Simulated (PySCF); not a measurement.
Question: Write Cartesian coordinates for `N#C[SiH2][SiH](O)O` as optimised with PBE0-D3(BJ)/def2-SVP.

Answer: 
```
atom  x, y, z in Å
N1    -2.891   -0.559   -1.188
C2    -2.234   -0.217   -0.294
Si3   -1.024    0.313    1.024
Si4    1.024   -0.048   -0.059
O5     0.950    0.675   -1.551
O6     2.182    0.713    0.842
H7    -1.299    1.750    1.306
H8    -1.298   -0.523    2.228
H9     1.291   -1.514   -0.201
H10    0.351    0.302   -2.207
H11    3.080    0.722    0.494
```

Orientation and origin are arbitrary. Atoms count from 1 in this order. Si3 (SiH2 silicon) is distorted tetrahedral (angles from 101.3° to 116.6°). Si4 (oxygen-bound silicon) is tetrahedral (angles from 106.8° to 112.2°).

Bonds between heavy atoms (Å): N1≡C2 1.161, C2–Si3 1.867, Si3–Si4 2.345, Si4–O5 1.660, Si4–O6 1.653.

Method used: PBE0-D3(BJ)/def2-SVP geometry optimisation, gas phase (PySCF 2.14.0).

Point group: C1 (no symmetry element, even within 0.4 Å). No PBE0-D3(BJ)/def2-SVP frequencies stand behind this structure, so it isn't proved a minimum. The numbers are those of one conformer (C2–Si3–Si4–O5 50°, Si3–Si4–O5–H -68°, Si3–Si4–O6–H -175°).
